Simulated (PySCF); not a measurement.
ethylene (C2H4), singlet, at a GFN2-xTB geometry; DF-HF/aug-cc-pVDZ in PySCF.

PySCF was given this input:
```python
from pyscf import gto, scf
import numpy

mol = gto.Mole()
mol.atom = '''
    C    -0.013287   -0.006567    0.658005
    C     0.013287    0.006567   -0.658005
    H    -0.020896    0.901691    1.238223
    H    -0.028738   -0.926221    1.219823
    H     0.028738    0.926221   -1.219823
    H     0.020896   -0.901691   -1.238223
'''
mol.basis = 'aug-cc-pvdz'
mol.charge = 0
mol.spin = 0
mol.verbose = 4
mol.build()
print('smallest overlap eigenvalue', numpy.linalg.eigvalsh(mol.intor('int1e_ovlp'))[0])

mf = scf.RHF(mol)
mf = mf.density_fit(auxbasis='def2-universal-jkfit')
mf = scf.addons.remove_linear_dep_(mf, threshold=1e-4, lindep=1e-4)
mf.kernel()
mf.analyze()
```

What the program printed (banner, timings and long lists left out):

```
PySCF version 2.14.0

[INPUT] verbose = 4
[INPUT] num. atoms = 6
[INPUT] num. electrons = 16
[INPUT] charge = 0
[INPUT] spin (= nelec alpha-beta = 2S) = 0
[INPUT] symmetry False subgroup None
[INPUT] Mole.unit = angstrom
[INPUT] Symbol           X                Y                Z      unit          X                Y                Z       unit  Magmom
[...]
nuclear repulsion = 33.6665198777589
number of shells = 36
number of NR pGTOs = 114
number of NR cGTOs = 82
basis = aug-cc-pvdz
ecp = {}
input.py:22: DeprecationWarning: remove_linear_dep_ is deprecated and will be removed in a future release. Linear dependency handling is now built into the SCF procedure by default. Linear dependency removal can be controlled using the following settings:
  pyscf.scf.hf.remove_overlap_zero_eigenvalue = True
  pyscf.scf.hf.overlap_zero_eigenvalue_threshold = 1e-6

  mf = scf.addons.remove_linear_dep_(mf, threshold=1e-4, lindep=1e-4)
smallest overlap eigenvalue 9.882521480955817e-05
Applying remove_linear_dep_ on SCF object.
Using canonical orthogonalization with threshold 0.0001

******** <class 'pyscf.df.df_jk.DFRHF'> ********
method = DFRHF
initial guess = minao
damping factor = 0
level_shift factor = 0
DIIS = <class 'pyscf.scf.diis.CDIIS'>
diis_start_cycle = 1
diis_space = 8
diis_damp = 0
SCF conv_tol = 1e-09
SCF conv_tol_grad = None
SCF max_cycles = 50
direct_scf = False
Set gradient conv threshold to 3.16228e-05
Initial guess from minao.
******** <class 'pyscf.df.df.DF'> ********
auxbasis = def2-universal-jkfit
init E= -78.2026120800536
[...]
cycle= 1 E= -78.0231951973168  delta_E= 0.179  |g|= 0.225  |ddm|= 3.47
[...]
cycle= 2 E= -78.0419316194175  delta_E= -0.0187  |g|= 0.0573  |ddm|= 0.278
[...]
cycle= 3 E= -78.0433576026527  delta_E= -0.00143  |g|= 0.0113  |ddm|= 0.128
[...]
cycle= 4 E= -78.0434015642352  delta_E= -4.4e-05  |g|= 0.00233  |ddm|= 0.0157
[...]
cycle= 5 E= -78.0434047048198  delta_E= -3.14e-06  |g|= 0.000557  |ddm|= 0.00436
[...]
cycle= 6 E= -78.0434049107783  delta_E= -2.06e-07  |g|= 0.000326  |ddm|= 0.00117
[...]
cycle= 7 E= -78.0434049321032  delta_E= -2.13e-08  |g|= 0.000297  |ddm|= 0.000261
[...]
cycle= 8 E= -78.0434049302852  delta_E= 1.82e-09  |g|= 0.000327  |ddm|= 0.000686
[...]
cycle= 9 E= -78.0434049336975  delta_E= -3.41e-09  |g|= 0.000323  |ddm|= 0.000101
[...]
cycle= 10 E= -78.0434049312318  delta_E= 2.47e-09  |g|= 0.000321  |ddm|= 0.000147
[...]
cycle= 11 E= -78.0434049373322  delta_E= -6.1e-09  |g|= 0.000293  |ddm|= 0.000227
[...]
[...]
[...]
cycle= 33 E= -78.0434049105784  delta_E= -3.52e-09  |g|= 0.000386  |ddm|= 0.00023
[...]
cycle= 34 E= -78.0434049165087  delta_E= -5.93e-09  |g|= 0.000372  |ddm|= 0.000255
[...]
cycle= 35 E= -78.0434049137659  delta_E= 2.74e-09  |g|= 0.000373  |ddm|= 0.000277
[...]
cycle= 36 E= -78.0434049144023  delta_E= -6.36e-10  |g|= 0.000307  |ddm|= 0.000681
[...]
cycle= 37 E= -78.0434049029083  delta_E= 1.15e-08  |g|= 0.000375  |ddm|= 0.000755
[...]
cycle= 38 E= -78.0434048830407  delta_E= 1.99e-08  |g|= 0.000393  |ddm|= 0.00113
[...]
cycle= 39 E= -78.043404899249  delta_E= -1.62e-08  |g|= 0.00035  |ddm|= 0.00085
[...]
cycle= 40 E= -78.0434049076427  delta_E= -8.39e-09  |g|= 0.000379  |ddm|= 0.00056
[...]
cycle= 41 E= -78.043404905323  delta_E= 2.32e-09  |g|= 0.000378  |ddm|= 0.000274
[...]
cycle= 42 E= -78.0434049019647  delta_E= 3.36e-09  |g|= 0.000393  |ddm|= 0.00059
[...]
cycle= 43 E= -78.0434049044245  delta_E= -2.46e-09  |g|= 0.000401  |ddm|= 0.000329
[...]
cycle= 44 E= -78.0434049198046  delta_E= -1.54e-08  |g|= 0.000333  |ddm|= 0.000553
[...]
cycle= 45 E= -78.0434049020174  delta_E= 1.78e-08  |g|= 0.000386  |ddm|= 0.00114
[...]
cycle= 46 E= -78.0434048869986  delta_E= 1.5e-08  |g|= 0.000427  |ddm|= 0.000893
[...]
cycle= 47 E= -78.0434048876426  delta_E= -6.44e-10  |g|= 0.000429  |ddm|= 0.000729
[...]
cycle= 48 E= -78.0434048967871  delta_E= -9.14e-09  |g|= 0.000444  |ddm|= 0.000397
[...]
cycle= 49 E= -78.0434048863461  delta_E= 1.04e-08  |g|= 0.000453  |ddm|= 0.000541
[...]
cycle= 50 E= -78.0434048808127  delta_E= 5.53e-09  |g|= 0.000381  |ddm|= 0.000938
SCF not converged.
SCF energy = -78.0434048808127
**** SCF Summaries ****
Total Energy =                         -78.043404880812673
Nuclear Repulsion Energy =              33.666519877758887
One-electron Energy =                 -170.560342634835763
Two-electron Energy =                   58.850417876264203
Two-electron Coulomb Energy =           70.610838554727181
DFT Exchange-Correlation Energy =      -11.760420678462978
HOMO-LUMO gap [eV] =                    11.452608850593336
**** MO energy ****
[...]
 ** Mulliken pop on meta-lowdin orthogonal AOs  **
 ** Mulliken pop  **
 ** Mulliken atomic charges  **
charge of    0C =     -0.20286
charge of    1C =     -0.20277
charge of    2H =      0.10141
charge of    3H =      0.10141
charge of    4H =      0.10140
charge of    5H =      0.10140
Dipole moment(X, Y, Z, Debye):  0.00000,  0.00000, -0.00019
```

The run did not converge; its last values are not results.
